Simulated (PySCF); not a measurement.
A structure optimised at B3LYP-D3(BJ)/def2-TZVP, used in a PySCF frequency run:

```
B
H 1 1.1835
H 1 1.1835 2 124.46
Br 1 1.9031 2 117.77 3 180.00
```
Charge 0, spin multiplicity 1.

**Question.** Write its SMILES, formula and point group.

**Answer.** BBr, BBrH2, C2v

**Question.** What are its rotational constants (standard atomic weights)?

**Answer.** 228.62, 11.415, 10.872 GHz
